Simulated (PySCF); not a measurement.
Correlation energy of Br+ (bromine, charge +1)

[Ar] 3d10 4s1 4p5, high-spin 3P determinant (an excited configuration). Computed with PySCF 2.14 in ANO-RCC-VTZP, with scalar relativity by spin-free X2C-1e. Frozen: [Ne]; 24 electrons correlated.

```
  level  correlation energy (mhartree)
   CCSD                        -265.90
    (T)                         -21.34
CCSD(T)                        -287.24
```

Diagnostics: T1 = 0.0089, D1 = 0.0345, largest double amplitude 0.206.

Question: Is a single reference adequate?

Answer: Not fully. A double-excitation amplitude exceeds 0.15, a sign of near-degeneracy.
